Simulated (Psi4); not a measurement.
Cl₂Sn, charge -1, doublet, at a GFN2-xTB geometry (such geometries of metal compounds can be far from the true shape) (a state made from the parent by changing its charge; the spin is typed, not shown lowest) (core potentials on Sn) (a gas-phase anion, which may not be bound at this level), with bond 2-1 at 1.6 times its length; Psi4 with SVWN/def2-SV(P).

Here is a job for Psi4.
```
memory 2 GB

molecule {
-1 2
Sn    0.01076359   -0.01024665    0.63912643
Cl    1.96523178    2.50043677   -1.88133210
Cl   -1.26396382   -1.52879329   -0.94362347
}

set {
  basis def2-sv(p)
  reference uks
  df_basis_scf cc-pvqz-jkfit
}

energy('svwn')
print_variables()
```

It wrote (shortened):

```
   => Loading Basis Set <=

    Name: DEF2-SV(P)
    Role: ORBITAL
    Keyword: BASIS

    !!!  WARNING: ECP capability is in beta. Please check occupations closely.  !!!

         ---------------------------------------------------------
                                   SCF
               by Justin Turney, Rob Parrish, Andy Simmonett
                          and Daniel G. A. Smith
                              UKS Reference
         ---------------------------------------------------------

  ==> Geometry <==

    Molecular point group: cs
    Full point group: Cs

    Geometry (in Angstrom), charge = -1, multiplicity = 2:

       Center              X                  Y                   Z               Mass
    ------------   -----------------  -----------------  -----------------  -----------------
         SN           0.220837894410    -0.756021335847     0.000000000000   119.902201630000
         CL          -2.960367062443     1.765113996722     0.000000000000    34.968852682000
         CL           2.203151777635     0.827153569836     0.000000000000    34.968852682000

  Running in cs symmetry.

  Rotational constants: A =      0.11690  B =      0.03126  C =      0.02467 [cm^-1]
  Rotational constants: A =   3504.66690  B =    937.19433  C =    739.45442 [MHz]
  Nuclear repulsion =  155.911300455915637

  Charge       = -1
  Multiplicity = 2
  Electrons    = 57
  Nalpha       = 29
  Nbeta        = 28

  ==> Algorithm <==

  SCF Algorithm Type is DF.
  DIIS enabled.
  MOM disabled.
  Fractional occupation disabled.
  Guess Type is SAD.
  Energy threshold   = 1.00e-06
  Density threshold  = 1.00e-06
  Integral threshold = 1.00e-12

  ==> Primary Basis <==

  Basis Set: DEF2-SV(P)
    Blend: DEF2-SV(P)
    Number of shells: 26
    Number of basis functions: 62
    Number of Cartesian functions: 66
    Spherical Harmonics?: true
    Max angular momentum: 2

  Core potential: DEF2-SV(P)
    Number of shells: 4
    Number of ECP primitives: 18
    Number of ECP core electrons: 28
    Max angular momentum: 3

  ==> DFT Potential <==

   => LibXC <=

    Version 7.1.2
    S. Lehtola, C. Steigemann, M. J. T. Oliveira, and M. A. L. Marques,  SoftwareX 7, 1–5 (2018) (10.1016/j.softx.2017.11.002)

   => Composite Functional: SVWN <=

    Slater exchange
    Vosko, Wilk & Nusair (VWN5_RPA)
    P. A. M. Dirac,  Math. Proc. Cambridge Philos. Soc. 26, 376 (1930) (10.1017/S0305004100016108)
    F. Bloch,  Z. Phys. 57, 545 (1929) (10.1007/BF01340281)
    S. H. Vosko, L. Wilk, and M. Nusair,  Can. J. Phys. 58, 1200 (1980) (10.1139/p80-159)

    Deriv               =              1
    GGA                 =          FALSE
    Meta                =          FALSE

    Exchange Hybrid     =          FALSE
    MP2 Hybrid          =          FALSE

   => Exchange Functionals <=

    1.0000         XC_LDA_X

   => Correlation Functionals <=

    1.0000   XC_LDA_C_VWN_RPA

   => LibXC Density Thresholds  <==

    XC_LDA_C_VWN_RPA:  1.00E-15
    XC_LDA_X:  1.00E-15

   => Molecular Quadrature <=

    Radial Scheme          =       TREUTLER
    Pruning Scheme         =           NONE
    Nuclear Scheme         =       TREUTLER

    Blocking Scheme        =         OCTREE
    BS radius alpha        =              1
    Pruning alpha          =              1
    Radial Points          =             75
    Spherical Points       =            302
    Total Points           =          63324
    Total Blocks           =            572
    Max Points             =            255
    Max Functions          =             57
    Weights Tolerance      =       1.00E-15

Traceback (most recent call last):
  File "psi4", line 375, in <module>
  File "<string>", line 25, in <module>
  File "site-packages/psi4/driver/driver.py", line 533, in energy
  File "site-packages/psi4/driver/procrouting/proc.py", line 2760, in run_scf
  File "site-packages/psi4/driver/procrouting/proc.py", line 1939, in scf_helper
  File "site-packages/psi4/driver/procrouting/proc.py", line 1462, in scf_wavefunction_factory
  File "site-packages/psi4/driver/p4util/python_helpers.py", line 169, in _pybuild_basis
  File "site-packages/psi4/driver/qcdb/libmintsbasisset.py", line 722, in pyconstruct
  File "site-packages/psi4/driver/qcdb/libmintsbasisset.py", line 976, in construct

psi4.driver.qcdb.exceptions.BasisSetNotFound: BasisSet::construct: Unable to find a basis set for atom 1 for key JKFIT among:
  Shell Entries: ['SN']
  Basis Sets: [('CC-PVQZ-JKFIT', 'CC-PVQZ-JKFIT', None)]
  File Path: tmpako3m5fk, tmpako3m5fk, basis
  Input Blocks:

Printing out the relevant lines from the Psithon --> Python processed input file:
    """)
    core.IO.set_default_namespace("")
    core.set_global_option("BASIS", "def2-sv(p)")
    core.set_global_option("REFERENCE", "uks")
    core.set_global_option("DF_BASIS_SCF", "cc-pvqz-jkfit")
--> energy('svwn')
    print_variables()

!----------------------------------------------------------------------------------!
!                                                                                  !
!  BasisSet::construct: Unable to find a basis set for atom 1 for key JKFIT among: !
!   Shell Entries: ['SN']                                                          !
!   Basis Sets: [('CC-PVQZ-JKFIT', 'CC-PVQZ-JKFIT', None)]                         !
!   File Path: tmpako3m5fk,         !
!     tmpako3m5fk,                  !
!     basis                                          !
!   Input Blocks:                                                                  !
!                                                                                  !
!----------------------------------------------------------------------------------!

QcdbException BasisSetNotFound: BasisSet::construct: Unable to find a basis set for atom 1 for key JKFIT among:
  Shell Entries: ['SN']
  Basis Sets: [('CC-PVQZ-JKFIT', 'CC-PVQZ-JKFIT', None)]
  File Path: tmpako3m5fk, tmpako3m5fk, basis
  Input Blocks:
```

The program refused the input.
